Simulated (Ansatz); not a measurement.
Coupled-cluster run, `C[CH2][GaH][Cl]`.

```yaml
crystal:
  periodic: [false, false, false]
  atoms:
    - {symbol: C, position_ang: [0.006447, 0.816914, 1.133751]}
    - {symbol: C, position_ang: [-0.565881, -0.199063, 0.153117]}
    - {symbol: Ga, position_ang: [0.597884, -0.652969, -1.360441]}
    - {symbol: Cl, position_ang: [-0.223304, -2.079305, -2.762568]}
    - {symbol: H, position_ang: [-0.692634, 1.023485, 1.949240]}
    - {symbol: H, position_ang: [0.227608, 1.771119, 0.648744]}
    - {symbol: H, position_ang: [0.936773, 0.465513, 1.587181]}
    - {symbol: H, position_ang: [-1.511240, 0.149957, -0.275804]}
    - {symbol: H, position_ang: [-0.808145, -1.142615, 0.653795]}
    - {symbol: H, position_ang: [2.032481, -0.153025, -1.727015]}
basis:
  gaussian: {orbitals: def2-TZVPP}
correlation: {method: ccsd_t}
output: {orbitals: {seedname: orbitals}}
```

```sh
$ ansatz run in.yaml --threads 4 --pin off --events-out ev --progress --plain
```

The program prints (abridged):

```
Functional definition: HF
1395 factors; integrals over basis functions are off by at most 9.2e-4 eV
mean field evaluation 1: about -66993.4492 eV, gradient 3.3e1 eV
mean field evaluation 2: about -66993.5637 eV, gradient 3.3e1 eV
mean field evaluation 4: about -66996.4664 eV, gradient 3.9e0 eV
mean field evaluation 8: about -66996.5106 eV, gradient 2.9e-1 eV
mean field -66996.51092541 eV, -2462.0763646426 hartree, gradient 2.2e-6 eV, S^2 0.000000; 0 other end points of the search recorded, 0 dependent functions left out
16 core orbitals not correlated: weight in the atoms' cores, before any rotation towards them, 1.000 or more for the frozen orbitals, at most 0.000 for the correlated occupied ones
reference -66996.51092541 eV, -2462.0763646426 hartree; 17, 17 occupied and 203, 203 virtual orbitals, 1395 factors
second order -20.97317941 eV of doubles, -0.00000000 eV of singles
cycle   1  -21.38956417 eV  change   -4.2e-1 eV  update   1.0e-1
cycle   2  -21.97897395 eV  change   -5.9e-1 eV  update   3.0e-2
cycle   3  -22.07580598 eV  change   -9.7e-2 eV  update   1.4e-2
cycle   4  -22.06977603 eV  change    6.0e-3 eV  update   3.2e-3
cycle   5  -22.06840396 eV  change    1.4e-3 eV  update   1.2e-3
cycle   6  -22.06838178 eV  change    2.2e-5 eV  update   3.6e-4
cycle   7  -22.06829828 eV  change    8.3e-5 eV  update   1.3e-4
cycle   8  -22.06830397 eV  change   -5.7e-6 eV  update   4.5e-5
cycle   9  -22.06830749 eV  change   -3.5e-6 eV  update   1.6e-5
perturbative correction -0.88709372 eV, -0.0326000928 hartree
Total energy: -67019.46632661 eV, -2462.9199600771 hartree
```

Run time 3.9 min (4 threads of a server CPU on a shared host); peak host memory 2.1 GiB.

Correlation energy per correlated electron: -0.675 eV. T1 diagnostic: 0.0110.
